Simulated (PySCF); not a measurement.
# Excitation energy of Cl+ by level of theory

Cl+ [Ne] 3s2 3p4 (3P) → Cl+ [Ne] 3s2 3p3 4s1 (5S), as a difference of total energies. All numbers are calculated (PySCF 2.14, the spin-free X2C one-electron Hamiltonian (Gaussian nucleus), in aug-cc-pVQZ-DK (7s6p4d3f2g, 84 functions)). Correlated levels: valence: [Ne] frozen. The calculations carry no spin-orbit coupling.

Task: Order these methods by the excitation energy they give, lowest first.
A. UHF
B. CCSD(T) (valence)
C. SCS-MP2 (valence)
D. MP2 (valence)

Result: A (12.598 eV), D (13.092 eV), B (13.220 eV), C (13.340 eV).

Errors of the correlated levels include the incompleteness of this basis and the frozen core.

For comparison: 13.333 eV (measured; NIST levels, between the centres of gravity of the two terms).
